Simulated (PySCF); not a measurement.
# Computed structure and properties of [Dy(PH3)]3+

System: [Dy(PH3)]3+ (singlet in the valence; each metal's 4f electrons, 9 of them, lie in its core potential, out of spins and levels); start: template (C3v). Method: PySCF 2.14.0, RKS B3LYP, Dy lcecp-1-SVP with ECP55, P def2-SVP, H def2-SVP; non-relativistic Hamiltonian with scalar-relativistic core potentials where named; density fitting; no spin-orbit coupling.

Input of the relaxation:

```python
mol = gto.M(atom='''
Dy     0.00000    -0.00000    -0.50733
P     -0.00000     0.00000     2.38017
H      1.21001    -0.00000     3.12337
H     -0.60500     1.04790     3.12337
H     -0.60501    -1.04789     3.12337''',
    basis={'Dy': 'lcecp-1-SVP', 'P': 'def2-SVP', 'H': 'def2-SVP'},
    ecp={'Dy': 'lcecp-1-SVP'},
    charge=3, spin=0)
mf = dft.RKS(mol, xc='B3LYP')
mf.grids.atom_grid = (50, 194)  # f atoms: unpruned, at least (60, 302)
mf = mf.density_fit()  # fitting sets: Dy AutoAux, P def2-universal-JKFIT, H def2-universal-JKFIT
mf.conv_tol = 1e-08; mf.max_cycle = 55
mf.kernel(dm0)  # dm0: converged density of the start geometry
# quasi-Newton relaxation in Cartesian coordinates to a largest gradient under 0.00045 Eh/bohr, steps kept in the point group
```

Run from Python with OMP_NUM_THREADS=2; the lines above give its settings. Where DIIS fails, smearing, a level shift and second-order steps follow.
It took 7.4 s on 2 threads of Arm Neoverse V2, on a shared host, from the converged density of the start.

Course of the relaxation:

```csv
step,energy above end (eV),largest force component within the symmetry (eV/Å)
0,0.3081,1.426
1,0.0661,1.120
2,0.0088,0.459
3,0.0011,0.145
4,0.0000,0.006
5,0.0000,0.005
```

Relaxed geometry (C3v):

```xyz
5

Dy    0.0000    0.0000   -0.4033
P     0.0000    0.0000    2.5277
H     1.3318    0.0000    3.0395
H    -0.6659    1.1534    3.0395
H    -0.6659   -1.1534    3.0395
```

```csv
contact,Å
Dy1–P2 (PH3),2.931
```

On the finer grid (75, 302):

The HOMO is -24.04 eV. The LUMO is -20.04 eV and the dipole about the centre of mass is 3.29 D. The set of Mulliken populations of Dy1 outside the core potential is s 2.24, p 6.07, d 0.44, f 0.00. The D3(BJ) dispersion energy (not in the energies) is -0.263 eV.

```csv
atom,Mulliken (e),Löwdin (e),spin (e)
Dy1,2.25,2.09,0.00
P2,0.07,0.60,0.00
H3,0.23,0.10,0.00
H4,0.23,0.10,0.00
H5,0.23,0.10,0.00
```

The 4f levels lie in the core potential and are missing. Their spin isn't counted.

On the grid (50, 194), as all that follows. Harmonic modes: a minimum; lowest 204 cm⁻¹ (negative: unstable), highest 2405 cm⁻¹, zero-point energy 0.694 eV.

Taking off one PH3 (charge 0, singlet; the rest: singlet) in vacuum, both parts rigid, costs 5.80 eV; the small basis without counterpoise inflates it. Parting with an electron moved from the ligand to the metal can be far cheaper, even downhill.

Rigid scan of PH3 along the line from its metal:

| distance to P2 (Å) | energy (eV) |
| --- | --- |
| 2.63 | 0.280 |
| 2.73 | 0.110 |
| 2.83 | 0.024 |
| 2.93 | 0.000 |
| 3.03 | 0.020 |
| 3.13 | 0.071 |
| 3.33 | 0.225 |

One start shape was tried, so this needn't be the lowest isomer.

An lcecp potential fixes the number of 4f electrons, so in runs with it no electron can move into or out of that shell.
